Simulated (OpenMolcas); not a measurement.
**Cl²⁺: effect of the active space**

| Property | Result |
| --- | --- |
| Program | OpenMolcas |
| Method | SS-CASPT2, IPEA 0.25 Eh, imaginary shift 0.1 Eh |
| Basis | ANO-R3 |
| Scalar Hamiltonian | X2C, finite nucleus |
| Spin-orbit coupling | RASSI with atomic mean-field integrals over the reference wave functions, term energies averaged over their components |

A. 3 electrons in 3 orbitals (3p); 2S+1 = 4 odd, 1 root; 2S+1 = 2 odd, 8 roots; closed shells correlated: 2s 2p 3s; CASPT2 step roughly 1.4 core-seconds
B. 5 electrons in 4 orbitals (3s 3p); 2S+1 = 4 odd, 1 root; 2S+1 = 2 odd, 11 roots; 2S+1 = 4 even, 3 roots; 2S+1 = 2 even, 9 roots; closed shells correlated: 2s 2p; CASPT2 step about 4 core-seconds

Energies in cm⁻¹ above 3s² 3p³ ⁴S°_3/2, the measured ground level; measured values from Moore, Atomic Energy Levels, vol. I, NSRDS-NBS 35 (1971 reprint of NBS Circular 467, 1949).

| Level | A | B | Measured |
| --- | --- | --- | --- |
| 3s² 3p³ ⁴S°_3/2 | 0.0 | 0.0 | 0.0 |
| 3s² 3p³ ²D°_3/2 | 18370 | 18310 | 18053 |
| 3s² 3p³ ²D°_5/2 | 18420 | 18360 | 18120 |
| 3s² 3p³ ²P°_1/2 | 31050 | 30060 | 29812 |
| 3s² 3p³ ²P°_3/2 | 31120 | 30110 | 29907 |

Deviations, from unrounded energies. A percentage is the sum of absolute deviations over the sum of measured energies, with the sign that they share, or ± where signs differ.

```json
{"Against measurement": "mean absolute deviation (cm-1)", "Levels": "4", "A": "770", "B": "240"}
{"Against measurement": "other terms of the ground configuration (%)", "Levels": "4", "A": "+3.2", "B": "+1.0"}
```

B lies closest to measurement on these levels. The largest miss of B in the table is 3s² 3p³ ²D°_3/2, by +250 cm-1. The ranking rests on the paired levels alone, and a cruder setting can come out closer through cancelling errors.

Between A and B the level of the table that moves most is 3s² 3p³ ²P°_3/2, by 1000 cm-1 (lowest in B, highest in A). Moves below CASPT2's spread within the term are not significant.

CASPT2 breaks the degeneracy within a term, and the mean is taken; among the terms shown or strongly mixed into the levels shown the widest spread is 220 cm-1 (3s² 3p³ ²D°, A). Over all roots computed the reference weight is 0.86 to 0.96 in B; the roots of lowest weight are the least certain, and an intruder state may touch them. With the s shell closed, the reference lacks s² → p² mixing (holds for A). Measured partners are found by configuration, term and J. A level has none where our copy of the source lacks it or the pairing is in doubt (some pairs that miss far off the trend of their configuration count as doubtful), and it then counts in no deviation. Only configurations of the active space appear. The table leaves out levels that lie high or whose names do not pair safely across all columns.

° marks odd parity.
